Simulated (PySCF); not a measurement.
# Ir⁻ (iridium, charge -1) across methods

[Xe] 4f14 5d8 6s2, high-spin 3F determinant. Computed with PySCF 2.14 in def2-TZVPPD with the def2 core potential (60 electrons) (6s5p3d2f1g, 59 functions), with a scalar-relativistic core potential.

```json
{"method": "PBE0", "E (hartree)": "-104.2811", "mean ε 6s α (eV)": "-0.033", "mean ε 6s β (eV)": "0.578", "mean ε 5d β (eV)": "0.718", "Σ⟨r²⟩ (bohr²)": "69.85", "⟨S²⟩": "2.006"}
{"method": "LDA", "E (hartree)": "-104.1263", "mean ε 6s α (eV)": "0.391", "mean ε 6s β (eV)": "0.885", "mean ε 5d β (eV)": "1.961", "Σ⟨r²⟩ (bohr²)": "69.83", "⟨S²⟩": "2.004"}
{"method": "wB97X", "E (hartree)": "-104.3055", "mean ε 6s α (eV)": "-1.697", "mean ε 6s β (eV)": "-1.322", "mean ε 5d β (eV)": "-1.610", "Σ⟨r²⟩ (bohr²)": "70.24", "⟨S²⟩": "2.004"}
{"method": "BP86", "E (hartree)": "-104.4368", "mean ε 6s α (eV)": "0.442", "mean ε 6s β (eV)": "0.969", "mean ε 5d β (eV)": "1.849", "Σ⟨r²⟩ (bohr²)": "69.95", "⟨S²⟩": "2.005"}
{"method": "r2SCAN", "E (hartree)": "-104.3387", "mean ε 6s α (eV)": "0.395", "mean ε 6s β (eV)": "0.980", "mean ε 5d β (eV)": "1.845", "Σ⟨r²⟩ (bohr²)": "69.46", "⟨S²⟩": "2.009"}
{"method": "PBE", "E (hartree)": "-104.3364", "mean ε 6s α (eV)": "0.607", "mean ε 6s β (eV)": "1.155", "mean ε 5d β (eV)": "2.021", "Σ⟨r²⟩ (bohr²)": "69.94", "⟨S²⟩": "2.005"}
{"method": "UHF", "E (hartree)": "-103.43750", "mean ε 6s α (eV)": "-1.154", "mean ε 6s β (eV)": "-0.230", "mean ε 5d β (eV)": "-2.462", "Σ⟨r²⟩ (bohr²)": "71.38", "⟨S²⟩": "2.014"}
{"method": "PW91", "E (hartree)": "-104.3886", "mean ε 6s α (eV)": "0.564", "mean ε 6s β (eV)": "1.110", "mean ε 5d β (eV)": "1.970", "Σ⟨r²⟩ (bohr²)": "69.83", "⟨S²⟩": "2.005"}
{"method": "M06-L", "E (hartree)": "-104.3574", "mean ε 6s α (eV)": "0.492", "mean ε 6s β (eV)": "1.306", "mean ε 5d β (eV)": "1.869", "Σ⟨r²⟩ (bohr²)": "71.00", "⟨S²⟩": "2.015"}
```

Energies and moments cover only the electrons outside the core potential. Spin-orbit coupling, absent here, splits the open shell strongly.

The highest occupied level is positive at PBE0, LDA, BP86, r2SCAN, PBE, PW91, M06-L: only the finite basis holds that electron, which in a density functional comes from self-interaction.
